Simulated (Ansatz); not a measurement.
Geometry optimisation, Ansatz, RKS PBE-D4/def2-SVP.

Input file:

```yaml
crystal:
  periodic: [false, false, false]
  atoms:
    - { symbol: Ge, position_ang: [-0.940547, 0.090293, 0.188169] }
    - { symbol: H, position_ang: [1.39756, -0.181384, 1.607405] }
    - { symbol: C, position_ang: [2.15224, -0.04864, 0.804234] }
    - { symbol: H, position_ang: [2.623473, -1.024645, 0.588441] }
    - { symbol: H, position_ang: [1.700239, 0.348448, -0.131087] }
    - { symbol: H, position_ang: [2.905332, 0.680809, 1.155436] }
    - { symbol: H, position_ang: [-0.528394, 1.191491, -0.92108] }
    - { symbol: H, position_ang: [-0.519705, -1.056373, -0.867717] }
basis:
  gaussian: { orbitals: def2-SVP }
hamiltonian:
  xc: pbe
  dispersion: d4
relax:
  f_tol: 0.03
  max_steps: 50
```

Launched with:

```bash
$ ansatz run input.yaml --threads 2 --pin off --max-ram 3072MiB --backend cpu --events-out ev --progress --plain --runs-dir out
```

**Question.** Where does it end, and by what steps?

**Answer.** The forces met the threshold. After 8 steps the energy has fallen by 0.045 eV; H2 moved furthest, 0.45 Å.

```json
{"step": "0", "energy less start (eV)": "0.0000", "largest force component (eV/Å)": "0.169", "accepted": "yes"}
{"step": "1", "energy less start (eV)": "-0.0249", "largest force component (eV/Å)": "0.102", "accepted": "yes"}
{"step": "2", "energy less start (eV)": "-0.0299", "largest force component (eV/Å)": "0.085", "accepted": "yes"}
{"step": "3", "energy less start (eV)": "-0.0307", "largest force component (eV/Å)": "0.044", "accepted": "yes"}
{"step": "4", "energy less start (eV)": "-0.0330", "largest force component (eV/Å)": "0.053", "accepted": "yes"}
{"step": "5", "energy less start (eV)": "-0.0351", "largest force component (eV/Å)": "0.180", "accepted": "yes"}
{"step": "6", "energy less start (eV)": "-0.0378", "largest force component (eV/Å)": "0.148", "accepted": "yes"}
{"step": "7", "energy less start (eV)": "-0.0427", "largest force component (eV/Å)": "0.076", "accepted": "yes"}
{"step": "8", "energy less start (eV)": "-0.0446", "largest force component (eV/Å)": "0.029", "accepted": "yes"}
```

```xyz
8
Properties=species:S:1:pos:R:3
Ge -0.809 0.030 0.355
H 1.133 -0.092 1.253
C 2.102 -0.036 0.678
H 2.563 -1.038 0.724
H 1.956 0.270 -0.372
H 2.717 0.715 1.209
H -0.442 1.223 -0.665
H -0.431 -1.073 -0.759
```

The run took 8.8 s on 2 threads of Arm Neoverse V1 (shared host), peak memory 0.13 GiB.
